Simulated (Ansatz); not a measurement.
Cost and result for the atomization energy of `[SiH2]1[SiH2][GeH2][SiH2][GeH2][SiH2]1` (18 atoms, 18 bonds).

Cartesian coordinates in Å:
```
Si 0.923 -1.169 1.564
Si 0.821 -2.102 -0.582
Ge -0.151 -0.548 -2.114
Si 0.346 1.662 -1.385
Ge -0.879 2.070 0.621
Si -1.028 0.069 1.917
H 2.086 -0.239 1.629
H 1.117 -2.230 2.591
H -0.002 -3.343 -0.543
H 2.189 -2.464 -1.050
H 0.347 -0.814 -3.547
H -1.682 -0.731 -2.106
H 1.803 1.749 -1.089
H 0.017 2.680 -2.421
H -0.180 3.166 1.448
H -2.292 2.572 0.271
H -2.196 -0.725 1.442
H -1.239 0.395 3.355
```

The species carries charge 0 and has multiplicity 1. Correlated methods include outer-core shells of Ge, which these sets cover unevenly. Scalar relativity is left out up to krypton. Geometry: relaxed with PBE0-D4/def2-TZVP. Program: Ansatz. All runs use 6 threads of an AMD EPYC 7R13 on a shared host and a share of an NVIDIA H100 80 GB. Times are those of one run each, without the atoms' runs, and a repeat can differ threefold. Electronic energies, without spin–orbit coupling; frozen cores. CCSD(T)/CBS adds CCSD(T) − MP2 in def2-TZVPP to the MP2 limit, and its time is that of the two runs behind it. T1 = 0.013. With those shells the extrapolation isn't a true limit. B3LYP takes the VWN-RPA correlation (the form of Gaussian; ORCA's B3LYP/G).

CCSD(T)/CBS is a level of theory with its own doubt, some kJ/mol a heavy atom from the limit and from the frozen cores, so smaller differences don't rank the functionals.

```
                             level  functions  wall time
            LDA (SPW92)/def2-TZVPP        432      2.2 s
   PBE-D4/def2-TZVPP (with forces)        432      2.8 s
                  CCSD(T)/def2-SVP        196      3.2 s
                PBE0-D4/def2-TZVPP        432        4 s
                 B97M-V/def2-TZVPP        432      4.1 s
r2SCAN-D4/def2-TZVPP (with forces)        432      4.3 s
 B3LYP-D4/def2-TZVPP (with forces)        432      4.7 s
  ωB97M-V/def2-TZVPP (with forces)        432        6 s
                    MP2/def2-QZVPP        818        6 s
               BHLYP-D4/def2-TZVPP        432      6.5 s
                ωB97X-V/def2-TZVPP        432      8.5 s
                CCSD(T)/def2-TZVPP        432       17 s
                 CCSD(T)/CBS(def2)          –       23 s
```

Problem. What atomization energy does each give, and how far from CCSD(T)/CBS? (An estimate is asked.)

Solution. Computed: 
```json
{"level": "LDA (SPW92)/def2-TZVPP", "atomization (kJ/mol)": "5715.3", "difference from CCSD(T)/CBS": "537.9", "per bond": "29.9"}
{"level": "PBE-D4/def2-TZVPP (with forces)", "atomization (kJ/mol)": "5099.3", "difference from CCSD(T)/CBS": "-78.1", "per bond": "-4.3"}
{"level": "CCSD(T)/def2-SVP", "atomization (kJ/mol)": "4795.9", "difference from CCSD(T)/CBS": "-381.5", "per bond": "-21.2"}
{"level": "PBE0-D4/def2-TZVPP", "atomization (kJ/mol)": "5110.0", "difference from CCSD(T)/CBS": "-67.4", "per bond": "-3.7"}
{"level": "B97M-V/def2-TZVPP", "atomization (kJ/mol)": "5222.7", "difference from CCSD(T)/CBS": "45.3", "per bond": "2.5"}
{"level": "r2SCAN-D4/def2-TZVPP (with forces)", "atomization (kJ/mol)": "5175.5", "difference from CCSD(T)/CBS": "-1.9", "per bond": "-0.1"}
{"level": "B3LYP-D4/def2-TZVPP (with forces)", "atomization (kJ/mol)": "5128.8", "difference from CCSD(T)/CBS": "-48.6", "per bond": "-2.7"}
{"level": "ωB97M-V/def2-TZVPP (with forces)", "atomization (kJ/mol)": "5123.0", "difference from CCSD(T)/CBS": "-54.4", "per bond": "-3.0"}
{"level": "MP2/def2-QZVPP", "atomization (kJ/mol)": "5054.6", "difference from CCSD(T)/CBS": "-122.8", "per bond": "-6.8"}
{"level": "BHLYP-D4/def2-TZVPP", "atomization (kJ/mol)": "5107.0", "difference from CCSD(T)/CBS": "-70.4", "per bond": "-3.9"}
{"level": "ωB97X-V/def2-TZVPP", "atomization (kJ/mol)": "5223.1", "difference from CCSD(T)/CBS": "45.7", "per bond": "2.5"}
{"level": "CCSD(T)/def2-TZVPP", "atomization (kJ/mol)": "5057.7", "difference from CCSD(T)/CBS": "-119.7", "per bond": "-6.7"}
{"level": "CCSD(T)/CBS(def2)", "atomization (kJ/mol)": "5177.4", "difference from CCSD(T)/CBS": "0.0", "per bond": "0.0"}
```

From BLYP to BHLYP (50 % exact exchange), in def2-TZVPP and without D4, the atomization energy moves by +95.2 kJ/mol. At CCSD(T), def2-SVP lies −381.5 kJ/mol from the extrapolated value and def2-TZVPP −119.8 kJ/mol: correlation converges slowly with the basis, and small sets miss more of it in the bonded molecule than in its fragments. Leaving LDA and LC-ωPBE aside and taking each functional with its dispersion term where it has one, the values, not all of them listed here, spread over 194.9 kJ/mol, from revPBE-D4 to ωB97X-V. LDA lies +681.5 kJ/mol from PBE without D4, its usual overbinding.
